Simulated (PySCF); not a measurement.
One of the candidates below gave these computed data.

All candidates are C7H7FO.

| technique | computed result |
| --- | --- |
| 13C NMR | chemical shifts (computed TMS as zero) by class: 174.0 (1 C), 168.2 (1 C), 135.8 (1 C), 118.8 (1 C), 111.9 (1 C), 101.3 (1 C), 56.0 (1 C) ppm [GIAO PBE0/pcSseg-1] |
| UV, strongest line | among the 8 lowest singlet transitions: S7 at 6.98 eV (178 nm, f = 0.578) [TDDFT PBE0/def2-SVPD] |
| Rotational structure | rotational constants A, B, C: 2.850, 1.279, 0.888 GHz [GFN2-xTB] |
| 1H NMR | chemical shifts (computed TMS as zero) by class: 7.52 (1 H), 7.00 (1 H), 6.89 (1 H), 6.51 (1 H), 3.92 (3 H) ppm [GIAO PBE0/pcSseg-1] |
| Dipole | 1.47 D [PBE0/def2-SVPD] |
| UV, first state | lowest singlet excitation: 5.24 eV (237 nm, f = 0.028) [TDDFT PBE0/def2-SVPD] |
| Triplet | lowest triplet excitation (Tamm–Dancoff): 4.08 eV [TDA PBE0/def2-SVPD] |
| Polarisability | 85.3 au [PBE0/def2-SVPD] |
| NMR, other nuclei | isotropic shieldings of nuclei other than C and H, by class: 228 (1 O), 285 (1 F) ppm [GIAO PBE0/pcSseg-1] |

Gas-phase values; electronic properties from PySCF, density fitting. Levels stand in brackets. The structure is a single GFN2-xTB conformer in the gas phase; no vibrational or solvent corrections. NMR classes are plain means over equivalent atoms (diastereotopic ones count apart unless rotation or inversion swaps them), as if these changed places fast.

Problem. Which candidate is it?
A. `C#CC1=COCC[C@H]1F`
B. `COc1cccc(F)c1`
C. `OCc1ccccc1F`

Solution. B. It is `COc1cccc(F)c1`. Numbering: `[CH3:1][O:2][c:3]1[cH:4][cH:5][cH:6][c:7]([F:8])[cH:9]1`. Its formula, C7H7FO, gives 4 degrees of unsaturation: 1 ring and 3 π bonds in the structure found (Kekulé form). 7 carbons fall into 7 classes; from least to most shielded: aromatic C–F carbon [C7] (174.0 ppm), aromatic carbon bearing oxygen [C3] (168.2 ppm), aromatic CH carbon [C5] (135.8 ppm), aromatic CH carbon [C4] (118.8 ppm), aromatic CH carbon [C6] (111.9 ppm), aromatic CH carbon [C9] (101.3 ppm), methoxy carbon [C1] (56.0 ppm). Hydrogen classes from least to most shielded: 1 H on an aromatic CH carbon, C5 (7.52 ppm), 1 H on an aromatic CH carbon, C4 (7.00 ppm), 1 H on an aromatic CH carbon, C6 (6.89 ppm), 1 H on an aromatic CH carbon, C9 (6.51 ppm), 3 H on a methoxy carbon, C1 (3.92 ppm, a mean of values up to 0.6 ppm apart in this geometry). The other shieldings belong to: 228 ppm, aryl ether oxygen [O2]; 285 ppm, aryl fluorine [F8]. S1 is mainly HOMO→LUMO (weight 0.78); the largest Löwdin shares of the orbital it empties are 0.20 on an aromatic CH carbon, 0.19 on the aryl ether oxygen, 0.17 on an aromatic CH carbon and 0.13 on the aromatic carbon bearing oxygen, of the orbital it fills 0.24 on an aromatic CH carbon, 0.18 on an aromatic CH carbon, 0.15 on an aromatic CH carbon and 0.13 on the aromatic C–F carbon. The optimised geometry has point group Cs and is an asymmetric top.

The others, at the same levels:
- `OCc1ccccc1F` fails: its computed 13C shifts are 169.0 (1 C), 136.5 (1 C), 133.9 (1 C), 131.8 (1 C), 129.6 (1 C), 120.9 (1 C), 63.3 (1 C) ppm, 1H shifts are 8.06 (1 H), 7.55 (1 H), 7.51 (1 H), 7.31 (1 H), 5.19 (2 H), 0.25 (1 H) ppm and rotational constant A is 2.473 GHz (against 2.850 GHz).
- `C#CC1=COCC[C@H]1F` fails: its computed 13C shifts are 164.9 (1 C), 100.8 (1 C), 86.8 (1 C), 86.4 (1 C), 85.9 (1 C), 63.1 (1 C), 32.0 (1 C) ppm, 1H shifts are 7.24 (1 H), 5.13 (1 H), 4.33 (1 H), 4.25 (1 H), 2.63 (1 H), 1.91 (1 H), 1.69 (1 H) ppm and smallest rotational constant is 1.031 GHz (against 0.888 GHz).

Each candidate is one conformer, not necessarily the lowest. The conformers computed, where there is a choice (atom-mapped SMILES and torsion angles):
- `[CH3:1][O:2][c:3]1[cH:4][cH:5][cH:6][c:7]([F:8])[cH:9]1`: C1–O2–C3–C4 180°
- `[OH:1][CH2:2][c:3]1[cH:4][cH:5][cH:6][cH:7][c:8]1[F:9]`: O1–C2–C3–C4 21°, H–O1–C2–C3 61°

The conformers of `C#CC1=COCC[C@H]1F` aren't listed.
